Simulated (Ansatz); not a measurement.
## Ligand exchange: MgH(NH2) + CuNH2 → Mg(NH2)2 + CuH

Gas-phase species: MgH(NH2), singlet; CuNH2 `[NH2][Cu]`, singlet; Mg(NH2)2, singlet; CuH, singlet. The partners trade H for NH2: Mg–H and Cu–NH2 bonds give way to Mg–NH2 and Cu–H.

Shapes, held fixed at every level: PBE0-D4/def2-TZVP. Programs: Ansatz 0.2.0. The zero-point and thermal change to 298 K, harmonic and unscaled (PBE0-D4/def2-TZVP), is +1.3 kJ/mol.

(1) Estimate ΔH(298 K) of this reaction.

Results:

(1) wB97X-V/def2-TZVPP gives ΔH(298 K) = -69.8 kJ/mol; the levels span -81.4 to -66.5. The median of the levels is -74.7. No measured value is set beside it here. Relativity is left out for Cu.

| level | kind | ΔH(298 K) (kJ/mol) |
| --- | --- | --- |
| HF/def2-TZVPP | Hartree–Fock | -81.4 |
| SPW92/def2-TZVPP | LDA | -66.5 |
| r2SCAN-D4/def2-TZVPP | meta-GGA | -68.8 |
| BHLYP-D4/def2-TZVPP | global hybrid | -78.3 |
| r2SCAN0-D4/def2-TZVPP | global hybrid | -75.8 |
| wB97M-V/def2-TZVPP | range-separated hybrid | -74.7 |
| wB97X-V/def2-TZVPP | range-separated hybrid | -69.8 |
